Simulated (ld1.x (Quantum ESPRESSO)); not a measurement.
**Before and after: TM potential for Br (Z = 35)**

```json
{
 "Element": "bromine (Br)",
 "Generator": "ld1.x (Quantum ESPRESSO) 7.5",
 "Type": "norm-conserving Troullier–Martins (Kleinman–Bylander form)",
 "Functional": "PBE",
 "Relativity": "scalar-relativistic",
 "Frozen core": "[Ar] 3d10",
 "Valence charge": "7",
 "Reference configuration": "4s2 4p5",
 "Partial waves": "4p (bound): rc 1.25 bohr; 4d channel at -0.15 Ry: rc 1.00 bohr; 4s (bound): rc 1.05 bohr",
 "Local potential": "the s channel",
 "Core correction": "none"
}
```

All-electron outer shells of the reference configuration (PBE, scalar-relativistic, ld1.x):

```json
{"shell": "3p", "level (eV)": "-173.49", "outermost node (bohr)": "0.21", "outermost maximum (bohr)": "0.48"}
{"shell": "3d", "level (eV)": "-66.72", "outermost node (bohr)": "–", "outermost maximum (bohr)": "0.43"}
{"shell": "4s", "level (eV)": "-20.13", "outermost node (bohr)": "0.67", "outermost maximum (bohr)": "1.41"}
{"shell": "4p", "level (eV)": "-7.86", "outermost node (bohr)": "0.70", "outermost maximum (bohr)": "1.66"}
```

Change: wave 4s (bound): rc 1.05 bohr becomes 4s (bound): rc 1.10 bohr.

Cutoffs: the cutoffs (Ry, on a coarse ladder) from which the occupation-weighted sum of valence levels, in a spherical-Bessel basis at the reference potential, stays within 10 and 1 mRy of its value at 400 Ry; they do not see the model core or the augmentation charge, which bear on the density cutoff. Errors are all-electron minus pseudo energies relative to the spin-unpolarised reference configuration.

Question: How do hardness, ghosts and transferability respond?

Answer: The potential gets softer (120 Ry and 300 Ry → 110 Ry and 230 Ry); both files keep a bound ghost (p); of the 7 tests that both files solve, the error grows in 4 and shrinks in 1 by more than 15 % and 0.3 meV (median size 11.6 → 16.3 meV). A larger radius leaves more room for a smooth pseudo-wave, so fewer plane waves are needed.

| quantity | base | changed |
| --- | --- | --- |
| cutoff, loose | 120 Ry | 110 Ry |
| cutoff, tight | 300 Ry | 230 Ry |
| bound ghosts | p | p |
| error for 4s2 4p4, meV [ΔE 12.55 eV] | -12 | -16 |
| error for 4s2 4p3, meV [ΔE 35.31 eV] | -46 | -68 |
| error for 4s2 4p2, meV [ΔE 69.30 eV] | -85 | -136 |
| error for 4s1 4p6, meV [ΔE 12.37 eV] | +9.1 | -3.7 |
| error for 4s2 4p4.5, meV [ΔE 5.07 eV] | -3.0 | -4.0 |
| error for 4s1 4p5, meV [ΔE 25.56 eV] | -40 | -46 |
| error for 4s2 4p5.3, meV [ΔE -1.96 eV] | -0.3 | -0.6 |
| s: phases at 1.35 bohr within 0.05 rad from the reference energy up to (Ry; the scan ends near 5) | 0.1 | 0.8 |
| p: phases at 1.35 bohr within 0.05 rad from the reference energy up to (Ry; the scan ends near 5) | 0.6 | 0.5 |
| d: phases at 1.35 bohr within 0.05 rad from the reference energy up to (Ry; the scan ends near 5) | 2.2 | 2.1 |

 A true bound ghost makes a file unfit for plane-wave use even where its test errors are small: the radial tests pick states by their node count and pass the ghost by.
